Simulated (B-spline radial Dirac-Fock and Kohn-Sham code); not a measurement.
Model: configuration-average Dirac-Fock orbitals. Program: a radial B-spline solver.

Q: This computed X-ray form factor belongs to an atom or ion in its tabulated ground configuration. Which?

```
sin θ/λ (Å⁻¹)      f₀
          0.2  17.029
          0.3  15.936
         0.35  15.291
          0.7  10.505
          0.9   8.499
            1   7.771
          1.2   6.739
          1.8   4.952
            3   2.354
```

A: Ga¹³⁺, with 18 electrons in [Ne] 3s2 3p6. f₀ tends to the number of electrons as s goes to zero, which the first rows give only roughly, and the rate of fall reflects the nuclear charge, 31.
